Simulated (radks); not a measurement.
Spherical quantum dot in the effective-mass picture: electrons in a hard-walled sphere of radius 5.4, with a point charge +1 (a donor) at the centre, all in effective atomic units (hartree* = m*/eps^2 hartree, bohr* = eps/m* bohr), one dielectric constant everywhere. Method: non-relativistic Kohn-Sham, LDA (Slater exchange, Perdew-Wang correlation), spin-polarised, spherical densities; computed with a radial shooting solver with Libxc functionals. Levels are named by radial order and angular momentum (1s, 1p, 1d, 2s, ...), and open shells are averaged over m. Results are scaled to m* = 0.1 and eps = 4.3, for which hartree* = 147.2 meV and bohr* = 2.275 nm.

N = 9, configuration 1s2 1p6 2s(up 1, down 0). This is the lowest configuration that the search found. Occupied and some empty levels:

level    occupation  eigenvalue (meV)  <r> (nm)
1s up             1            289.73     6.599
1s down           1            293.23     7.128
1p up             3            311.11     8.124
1p down           3            312.01     8.148
1d up             0            337.04     8.553
1d down           0            337.76     8.554
2s up             1            338.07     5.073
2s down           0            350.99     4.906
1f up             0            370.83     8.859
1f down           0            371.53     8.856
1g up             0            412.03     9.102
1g down           0            412.75     9.100
2p up             0            416.44     6.207
2p down           0            420.52     6.314

Energy (meV): total 1281.49, kinetic 520.47, external -519.12, Hartree 1608.8, exchange-correlation -328.63.

Electron density:

r (nm)  n(r) (e/nm^3)
0.316         0.02435
1.24          0.01100
2.16         0.005253
3.08         0.002822
4.00         0.001886
4.91         0.001655
5.84         0.001756
6.76         0.001951
7.68         0.002043
8.59         0.001870
9.52         0.001386
10.4        0.0007331
11.4        0.0001953
12.3        1.744e-07
